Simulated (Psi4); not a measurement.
C3H7O, doublet, geometry from GFN2-xTB; MP2/6-311G** in Psi4 1.11.

The Psi4 input:
```
memory 2 GB

molecule {
0 2
  O     0.07101639   -0.66456001    0.19109071
  C    -0.06692834    0.67303357   -0.09082657
  C     1.35818535   -1.19034893    0.02589577
  C    -1.44549983    1.21108447   -0.04695723
  H     0.68863969    1.12953665   -0.71319426
  H     1.29299347   -2.25508650    0.24458366
  H     1.71840718   -1.04941663   -1.00022698
  H     2.07110162   -0.72074430    0.71400912
  H    -1.97038421    1.09659057   -1.00448575
  H    -2.01653063    0.67958044    0.71033681
  H    -1.42690127    2.27340509    0.19157975
}

set basis 6-311g**
set reference uhf
set freeze_core true
set mp2_type conv
set scf_type pk
set puream true
set d_convergence 1e-8

energy('mp2')
print_variables()
```

The log (banner, timings and long lists left out):

```
   => Loading Basis Set <=

    Name: 6-311G**
    Role: ORBITAL
    Keyword: BASIS

         ---------------------------------------------------------
                                   SCF
               by Justin Turney, Rob Parrish, Andy Simmonett
                          and Daniel G. A. Smith
                              UHF Reference
         ---------------------------------------------------------

  ==> Geometry <==

    Molecular point group: c1
    Full point group: C1

    Geometry (in Angstrom), charge = 0, multiplicity = 2:

       Center              X                  Y                   Z               Mass
    ------------   -----------------  -----------------  -----------------  -----------------
         O            0.077026426801    -0.645229562216     0.176700855980    15.994914619570
         C           -0.060918303199     0.692364017784    -0.105216424020    12.000000000000
         C            1.364195386801    -1.171018482216     0.011505915980    12.000000000000
         C           -1.439489793199     1.230414917784    -0.061347084020    12.000000000000
         H            0.694649726801     1.148867097784    -0.727584114020     1.007825032230
         H            1.299003506801    -2.235756052216     0.230193805980     1.007825032230
         H            1.724417216801    -1.030086182216    -1.014616834020     1.007825032230
         H            2.077111656801    -0.701413852216     0.699619265980     1.007825032230
         H           -1.964374173199     1.115921017784    -1.018875604020     1.007825032230
         H           -2.010520593199     0.698910887784     0.695946955980     1.007825032230
         H           -1.420891233199     2.292735537784     0.177189895980     1.007825032230

  Running in c1 symmetry.

  Rotational constants: A =      1.15712  B =      0.13821  C =      0.12973 [cm^-1]
  Rotational constants: A =  34689.48297  B =   4143.30351  C =   3889.32947 [MHz]
  Nuclear repulsion =  125.276416248617366

  Charge       = 0
  Multiplicity = 2
  Electrons    = 33
  Nalpha       = 17
  Nbeta        = 16

  ==> Algorithm <==

  SCF Algorithm Type is PK.
  DIIS enabled.
  MOM disabled.
  Fractional occupation disabled.
  Guess Type is SAD.
  Energy threshold   = 1.00e-08
  Density threshold  = 1.00e-08
  Integral threshold = 1.00e-12

  ==> Primary Basis <==

  Basis Set: 6-311G**
    Blend: 6-311G**
    Number of shells: 60
    Number of basis functions: 114
    Number of Cartesian functions: 118
    Spherical Harmonics?: true
    Max angular momentum: 2

  ==> Integral Setup <==

  Using in-core PK algorithm.
   Calculation information:
      Number of atoms:                  11
      Number of AO shells:              60
      Number of primitives:            110
      Number of atomic orbitals:       118
      Number of basis functions:       114

      Integral cutoff                 1.00e-12
      Number of threads:                 1

  Performing in-core PK
  Using 42974580 doubles for integral storage.
  We computed 1447181 shell quartets total.
  Whereas there are 1675365 unique shell quartets.

  ==> DiskJK: Disk-Based J/K Matrices <==

    J tasked:                  Yes
    K tasked:                  Yes
    wK tasked:                  No
    Schwarz Cutoff:          1E-12

  Minimum eigenvalue in the overlap matrix is 2.8467689001E-03.
  Reciprocal condition number of the overlap matrix is 4.6508280534E-04.
    Using symmetric orthogonalization.

  ==> Pre-Iterations <==

  SCF Guess: Superposition of Atomic Densities via on-the-fly atomic UHF (no occupation information).

   -------------------------
    Irrep   Nso     Nmo
   -------------------------
     A        114     114
   -------------------------
    Total     114     114
   -------------------------

  ==> Iterations <==

                        Total Energy        Delta E     RMS |[F,P]|

   @UHF iter SAD:  -191.71111112993188   -1.91711e+02   0.00000e+00
   @UHF iter   1:  -192.41983934966396   -7.08728e-01   3.52442e-03 DIIS/ADIIS
   @UHF iter   2:  -192.51438231687155   -9.45430e-02   1.36159e-03 DIIS/ADIIS
   @UHF iter   3:  -192.52767182688001   -1.32895e-02   4.43525e-04 DIIS/ADIIS
   @UHF iter   4:  -192.53013753458157   -2.46571e-03   1.65454e-04 DIIS/ADIIS
   @UHF iter   5:  -192.53047513040534   -3.37596e-04   7.85983e-05 DIIS
   @UHF iter   6:  -192.53060180763313   -1.26677e-04   3.31269e-05 DIIS
   @UHF iter   7:  -192.53063206990180   -3.02623e-05   1.30729e-05 DIIS
   @UHF iter   8:  -192.53063587040887   -3.80051e-06   5.30222e-06 DIIS
   @UHF iter   9:  -192.53063640448158   -5.34073e-07   2.30229e-06 DIIS
   @UHF iter  10:  -192.53063652456771   -1.20086e-07   8.56819e-07 DIIS
   @UHF iter  11:  -192.53063654164305   -1.70753e-08   3.33093e-07 DIIS
   @UHF iter  12:  -192.53063654404372   -2.40067e-09   1.36186e-07 DIIS
   @UHF iter  13:  -192.53063654443798   -3.94266e-10   4.99562e-08 DIIS
   @UHF iter  14:  -192.53063654449699   -5.90035e-11   1.88333e-08 DIIS
   @UHF iter  15:  -192.53063654450514   -8.15703e-12   8.54128e-09 DIIS
  Energy and wave function converged.

  ==> Post-Iterations <==

   @Spin Contamination Metric:   1.179287027E-02
   @S^2 Expected:                7.500000000E-01
   @S^2 Observed:                7.617928703E-01
   @S   Expected:                5.000000000E-01
   @S   Observed:                5.000000000E-01

    Orbital Energies [Eh]
    ---------------------

    Alpha Occupied:

[...]
    Alpha Virtual:

[...]
     114A     51.590228

    Beta Occupied:

[...]
      16A     -0.447553

    Beta Virtual:

[...]
    Final Occupation by Irrep:
              A
    DOCC [    16 ]
    SOCC [     1 ]
    NA   [    17 ]
    NB   [    16 ]

  @UHF Final Energy:  -192.53063654450514

   => Energetics <=

    Nuclear Repulsion Energy =            125.2764162486173660
    One-Electron Energy =                -509.3813899655903583
    Two-Electron Energy =                 191.5743371724678639
[...]
    Total Energy =                       -192.5306365445051426
  DIE_IF_NOT_CONVERGED          => (empty)
[...]
  FREEZE_CORE                   => TRUE            !
  FREEZE_CORE_POLICY            => (empty)
  FROZEN_DOCC                   => (empty)
  FROZEN_UOCC                   => (empty)
  INTEGRAL_PACKAGE              => (empty)
  IP_POLES                      => (empty)
  LEVEL_SHIFT                   => (empty)
  LITERAL_CFOUR                 => (empty)
  LS_THC_BASIS_TOLERANCE        => (empty)
  LS_THC_DF                     => (empty)
  LS_THC_PRUNING_SCHEME         => (empty)
  LS_THC_RADIAL_POINTS          => (empty)
  LS_THC_SPHERICAL_POINTS       => (empty)
  LS_THC_S_EPSILON              => (empty)
  LS_THC_WEIGHTS_TOLERANCE      => (empty)
  MAT_NUM_COLUMN_PRINT          => (empty)
  MAX_MOGRAD_CONVERGENCE        => (empty)
  MAX_RADIAL_MOMENT             => (empty)
  MBIS_D_CONVERGENCE            => (empty)
  MBIS_MAXITER                  => (empty)
  MBIS_PRUNING_SCHEME           => (empty)
  MBIS_RADIAL_POINTS            => (empty)
  MBIS_SPHERICAL_POINTS         => (empty)
  MOGRAD_DAMPING                => (empty)
  MOLDEN_WITH_VIRTUAL           => (empty)
  MO_MAXITER                    => (empty)
  MO_READ                       => (empty)
  MO_STEP_MAX                   => (empty)
  MO_WRITE                      => (empty)
  MP2_OS_SCALE                  => (empty)
  MP2_SOS_SCALE                 => (empty)
  MP2_SOS_SCALE2                => (empty)
  MP2_SS_SCALE                  => (empty)
  MP2_TYPE                      => CONV            !
  MP_TYPE                       => (empty)
  NAT_ORBS                      => (empty)
  NUM_FROZEN_DOCC               => (empty)
  NUM_FROZEN_UOCC               => (empty)
  NUM_GPUS                      => (empty)
  OCC_ORBS_PRINT                => (empty)
  OEPROP                        => (empty)
  OPT_METHOD                    => (empty)
  ORBITAL_OPTIMIZER_PACKAGE     => (empty)
  ORB_OPT                       => FALSE           !
  ORB_RESP_SOLVER               => (empty)
  ORTH_TYPE                     => (empty)
  OS_SCALE                      => (empty)
  PARENT_SYMMETRY               => (empty)
  PCG_BETA_TYPE                 => (empty)
  PCG_CONVERGENCE               => (empty)
  PCG_MAXITER                   => (empty)
  PCM                           => (empty)
  PE                            => (empty)
  PRINT                         => (empty)
  PRINT_NOONS                   => (empty)
  PROPERTIES                    => (empty)
  PROPERTIES_ORIGIN             => (empty)
  PUREAM                        => TRUE            !
  QC_MODULE                     => (empty)
  RAS1                          => (empty)
  RAS2                          => (empty)
  RAS3                          => (empty)
  RAS4                          => (empty)
  RELATIVISTIC                  => (empty)
  RELAXED                       => (empty)
  REMP_A                        => (empty)
  RESTRICTED_DOCC               => (empty)
  RESTRICTED_UOCC               => (empty)
  RMS_MOGRAD_CONVERGENCE        => (empty)
  R_CONVERGENCE                 => (empty)
  SCF_TYPE                      => PK              !
  SCREENING                     => (empty)
  SCS_TYPE                      => (empty)
  SOCC                          => (empty)
  SOS_TYPE                      => (empty)
  SPIN_SCALE_TYPE               => NONE            !
  SS_SCALE                      => (empty)
  SYMMETRIZE                    => (empty)
  TPDM_ABCD_TYPE                => (empty)
  WFN                           => (empty)
  WFN_TYPE                      => OMP2            !
  WRITER_FILE_LABEL             => (empty)
  ZORA_BASIS_TOLERANCE          => (empty)
  ZORA_NR_DEBUG                 => (empty)
  ZORA_PRUNING_SCHEME           => (empty)
  ZORA_RADIAL_POINTS            => (empty)
  ZORA_SPHERICAL_POINTS         => (empty)

 ==============================================================================
 ==============================================================================
 ==============================================================================

                             MP2
                    Program Written by Ugur Bozkaya,
              Additional Contributions by J. P. Misiewicz

 ==============================================================================
 ==============================================================================
 ==============================================================================

	MO spaces per irreps...

	IRREP   FC   AOCC  BOCC  AVIR    BVIR  FV
	==========================================
	   A     4    13    12    97     98     0
	==========================================

	Computing MP2 energy using SCF MOs (Canonical MP2)...
	==============================================================================
	Nuclear Repulsion Energy (a.u.)    :   125.27641624861737
	SCF Energy (a.u.)                  :  -192.53063654450514
	REF Energy (a.u.)                  :  -192.53063654450514
	Alpha-Alpha Contribution (a.u.)    :    -0.07854602691545
	Alpha-Beta Contribution (a.u.)     :    -0.47718533387604
	Beta-Beta Contribution (a.u.)      :    -0.07022579277242
	Scaled_SS Correlation Energy (a.u.):    -0.04959060656262
	Scaled_OS Correlation Energy (a.u.):    -0.57262240065124
	SCS-MP2 Total Energy (a.u.)        :  -193.15284955171904
	SOS-MP2 Total Energy (a.u.)        :  -193.10325894515640
	SCSN-MP2 Total Energy (a.u.)       :  -192.79247494715580
	SCS-MP2-VDW Total Energy (a.u.)    :  -193.21581968171040
	SOS-PI-MP2 Total Energy (a.u.)     :  -193.19869601193159
	MP2 Correlation Energy (a.u.)      :    -0.62595715356390
	MP2 Total Energy (a.u.)            :  -193.15659369806906
	==============================================================================

  Variable Map:
  ----------------------------------------------------------------------------
[...]
  Array Variable Map:
  ----------------------------------------------------------------------------
[...]
[...]
```
